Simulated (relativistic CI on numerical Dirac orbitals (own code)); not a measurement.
# What each ingredient does to the levels of I²⁶⁺

Base calculation: Dirac-Coulomb-Breit CI, separate exchange-only KLI orbitals for each configuration, a model potential for QED, unscaled Slater integrals.

Configuration list (outside the closed core [Ne]): 3s2.3p6.3d9, 3s2.3p5.3d10, 3s.3p6.3d10, 3s2.3p6.3d8.4s, 3s2.3p6.3d8.4p, 3s2.3p6.3d8.4d, 3s2.3p4.3d10.4s, 3s2.3p6.3d8.4f, 3s2.3p5.3d9.4s, 3s2.3p4.3d10.4p, 3s2.3p6.3d7.4s2, 3s2.3p5.3d9.4p, 3s2.3p4.3d10.4d, 3s2.3p6.3d7.4s.4p, 3s.3p5.3d10.4s, 3s2.3p6.3d8.5s, 3s2.3p6.3d7.4p2, 3s.3p5.3d10.4p, 3s2.3p5.3d9.4d, 3s2.3p6.3d8.5p, 3s2.3p6.3d7.4s.4d, 3s.3p6.3d9.4s, 3s2.3p6.3d8.5d, 3s2.3p6.3d7.4p.4d, 3s.3p5.3d10.4d, 3p6.3d10.4s, 3s.3p6.3d9.4p, 3s2.3p5.3d8.4s2, 3s2.3p6.3d8.5f, 3s2.3p5.3d9.4f, 3s2.3p6.3d8.5g, 3p6.3d10.4p, 3s2.3p6.3d7.4d2, 3s2.3p5.3d8.4s.4p, 3s2.3p6.3d8.6s, 3s.3p6.3d9.4d. Levels of other configurations are missing.

Variants: (1) Breit term removed. Shifts of the energy above 3s2.3p6.3d9 2D_5/2, in eV, for the lowest level and the first level of each name with at least 55 % of one term (blank where a level changes its place among those of its configuration and J or its character, or is not in the variant):

```csv
Level,Base,Δ(1)
3s2.3p6.3d9 2D_5/2,0.000,0.000
3s2.3p6.3d9 2D_3/2,12.250,+0.362
3s2.3p5.3d10 2P°_3/2,249.702,+0.877
3s2.3p5.3d10 2P°_1/2,308.915,+1.671
3s.3p6.3d10 2S_1/2,447.039,+0.784
3s2.3p6.3d8.4s 4F_9/2,580.041,+0.204
3s2.3p6.3d8.4s 2F_7/2,581.921,+0.178
3s2.3p6.3d8.4s 4F_7/2,592.161,+0.473
3s2.3p6.3d8.4s 4F_5/2,592.422,+0.449
3s2.3p6.3d8.4s 4P_1/2,596.066,-0.081
3s2.3p6.3d8.4s 4P_3/2,600.754,+0.259
3s2.3p6.3d8.4s 2P_1/2,602.218,+0.220
3s2.3p6.3d8.4s 2G_9/2,602.609,+0.636
3s2.3p6.3d8.4s 2G_7/2,602.757,+0.610
3s2.3p6.3d8.4s 2S_1/2,624.533,+0.471
3s2.3p6.3d8.4p 4D°_7/2,631.040,-0.111
3s2.3p6.3d8.4p 4G°_7/2,643.282,+0.234
3s2.3p6.3d8.4p 4G°_11/2,648.994,+0.219
3s2.3p6.3d8.4p 4P°_1/2,650.532,-0.019
3s2.3p6.3d8.4p 4F°_9/2,650.656,+0.183
3s2.3p6.3d8.4p 2D°_5/2,652.221,+0.127
3s2.3p6.3d8.4p 2H°_9/2,653.565,+0.404
```

At this charge energies of transitions that change n are usually good to better than 1 %, and those within a shell (Δn = 0) to a few per cent.

Ionisation energy from the two ground configurations alone: base 1472 eV; Breit term removed 1472.65 eV. The NIST ASD value (theoretical) is 1472 eV.

LS names give the leading component of a level, which can be under half, so a name can repeat, a term be missing and a line seem to break the LS rules.
